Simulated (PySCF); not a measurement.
This quartet is an excited state, 0.75 eV above the relaxed sextet at the level B3LYP-D3(BJ)/def2-TZVP // BP86-D3(BJ)/def2-SVP (PySCF).

Z-matrix (Å, degrees):
```
Fe
Cl 1 2.0953
Cl 1 2.1092 2 110.55
Cl 1 2.1093 2 110.74 3 -179.85
```
Charge 0, spin multiplicity 4.

### Question
Estimate the dipole moment, charge on the central atom (meta-Löwdin), total energy, spin population on the central atom (Mulliken) and highest occupied spin orbital that PySCF 2.14.0 with TPSSh-D3(BJ)/def2-TZVP // BP86-D3(BJ)/def2-SVP returns for this input.

### Answer

```
Property                                                Value
----------------------------------------------  -------------
dipole moment                                          0.36 D
charge on the central atom (meta-Löwdin)               1.13 e
total energy                                    -2644.5513 Ha
spin population on the central atom (Mulliken)           2.83
highest occupied spin orbital                        -7.79 eV
```
